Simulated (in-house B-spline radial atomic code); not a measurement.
**The cerium ion Ce⁷⁺: [Kr] 4d10 5s2 5p3**

Method: Dirac-Kohn-Sham B97-1, spherical fractional occupations, exact exchange averaged over the configuration, Fermi nucleus of rms radius 4.8771 fm. Calculated with an all-electron radial atomic-structure program (B-spline basis).

Z_r = [3n² - l(l+1)]/(2<r>); Z_e = n√(-2ε); the last column is Slater's effective charge. Values are occupation-weighted means over j. An effective charge above Z reflects the relativistic contraction of the inner shells.

| shell | electrons | ε (eV) | <r> (bohr) | Z_r | Z_e | Slater |
| --- | --- | --- | --- | --- | --- | --- |
| 1s | 2 | -40419 | 0.02457 | 61.04 | 54.50 | 57.70 |
| 2s | 2 | -6574.1 | 0.1047 | 57.29 | 43.96 | 53.85 |
| 2p | 6 | -5910.8 | 0.09211 | 54.28 | 41.69 | 53.85 |
| 3s | 2 | -1501.4 | 0.2781 | 48.55 | 31.51 | 46.75 |
| 3p | 6 | -1287.8 | 0.276 | 45.29 | 29.19 | 46.75 |
| 3d | 10 | -977.3 | 0.2534 | 41.43 | 25.43 | 36.85 |
| 4s | 2 | -382.4 | 0.6339 | 37.86 | 21.21 | 30.25 |
| 4p | 6 | -311.27 | 0.6693 | 34.36 | 19.13 | 30.25 |
| 4d | 10 | -206.52 | 0.7316 | 28.70 | 15.58 | 18.85 |
| 5s | 2 | -123.56 | 1.396 | 26.87 | 15.07 | 13.30 |
| 5p | 3 | -102.76 | 1.532 | 23.82 | 13.74 | 13.30 |

The least bound orbital is 5p3/2 at -101.4 eV, and it is also the most diffuse (<r> = 1.549 bohr).

Spin-orbit splittings of the orbital energies (j = l + 1/2 above j = l - 1/2 when positive): 2p 446.7 eV, 3p 88.24 eV, 3d 18.9 eV, 4p 19.34 eV, 4d 3.453 eV, 5p 3.92 eV.

For the 1s electron the small component carries 4.61 % of the norm, the zero-frequency Breit interaction raises the level by 109.6 eV, self-energy by 64.02 eV, and vacuum polarisation lowers it by 9.537 eV.

The density falls to 0.001 bohr⁻³ at 2.929 bohr; Σ<r²> = 23.896 bohr² gives, by the non-relativistic formula and without the paramagnetism of open shells, a Langevin diamagnetic susceptibility of -18.93×10⁻⁶ cm³/mol.
